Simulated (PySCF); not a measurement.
C₃H₆BNO₂, SMILES C/N=C1\COB1O. Geometry optimised at PBE-D3(BJ)/def2-SVP. The structure was generated by enumeration; whether it is a known compound was not checked. One conformer was computed; it need not be the lowest.

These are PySCF with PBE-D3(BJ)/def2-SVP values and carry that method's errors.

Harmonic wavenumbers (cm⁻¹): 137, 155, 176, 184, 302, 384, 518, 524, 612, 625, 709, 908, 932, 955, 977, 1028, 1066, 1113, 1123, 1162, 1284, 1352, 1399, 1409, 1416, 1509, 1765, 2902, 2963, 3008, 3028, 3029, 3720. Rotational constants (GHz): 5.520, 1.792, 1.377; symmetry number 1.

**Question.** Work out the zero-point energy and the ideal-gas rigid-rotor harmonic-oscillator thermochemistry at 298.15 K and 1 atm.

**Answer.** ZPE = ½ Σ hcν = ½ × 42372 cm⁻¹ = 60.57 kcal/mol. H − E(el) = 65.72 kcal/mol. Entropy in cal/(mol K): translation 39.68, rotation 27.56, vibration 15.80, total 83.04. G − E(el) = 40.96 kcal/mol. Cp = 27.77 cal/(mol K). Modes under 150 cm⁻¹ make the vibrational entropy uncertain.
